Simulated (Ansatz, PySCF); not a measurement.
Ru(O)2(OH)4 (H4O6Ru), SMILES [O]=[Ru](=[O])([OH])([OH])([OH])[OH], multiplicity 1. Atoms are numbered in the order given.

```xyz
11

Ru     0.0157     0.1003    -0.0243
O     -1.0032     1.3586    -0.4488
O      1.4715     0.9063     0.1352
O      0.8926    -0.5320    -1.6470
H      1.8009    -0.1933    -1.6748
O     -1.0683     0.1638     1.5822
H     -1.8058     0.7770     1.4316
O     -1.1392    -1.2112    -0.7700
H     -0.6577    -1.6887    -1.4664
O      0.7088    -1.2598     1.1193
H      0.0012    -1.5985     1.6903
```

Geometry optimised at PBE0-D3(BJ)/def2-SVP. The spin state was assumed, not searched. The def2 effective core potentials stand for the cores of Ru; spin–orbit coupling is left out. One conformer was computed; it need not be the lowest.

Two levels are set side by side: PBE-D3(BJ)/def2-SVP (Ansatz, an electronic-structure program) and PBE0-D3(BJ)/def2-SVP (Ansatz). Each level has its own optimised geometry; the coordinates shown are those of the second. Frequencies come from the Hessian of PySCF at each geometry. Differences are taken from unrounded values.

```tsv
quantity	PBE0-D3(BJ)	PBE-D3(BJ)	PBE-D3(BJ) minus PBE0-D3(BJ)
mean bond length (Å)	1.492	1.518	0.025
bond Ru1–O2 (Å)	1.674	1.711	0.037
bond Ru1–O3 (Å)	1.672	1.703	0.032
bond Ru1–O4 (Å)	1.950	1.981	0.031
bond Ru1–O6 (Å)	1.939	1.960	0.021
bond Ru1–O8 (Å)	1.900	1.939	0.039
bond Ru1–O10 (Å)	1.907	1.951	0.043
bond O4–H5 (Å)	0.970	0.983	0.013
bond O6–H7 (Å)	0.971	0.985	0.014
bond O8–H9 (Å)	0.972	0.985	0.013
bond O10–H11 (Å)	0.970	0.982	0.011
highest harmonic wavenumber (cm⁻¹)	3818	3655	-163
mean harmonic wavenumber (cm⁻¹)	1047	991	-56
zero-point energy (kcal/mol)	40.41	38.26	-2.15
```

GGA bonds tend to be longer and softer than those of functionals with exact exchange. Differences between two approximate levels are no errors against the true value.
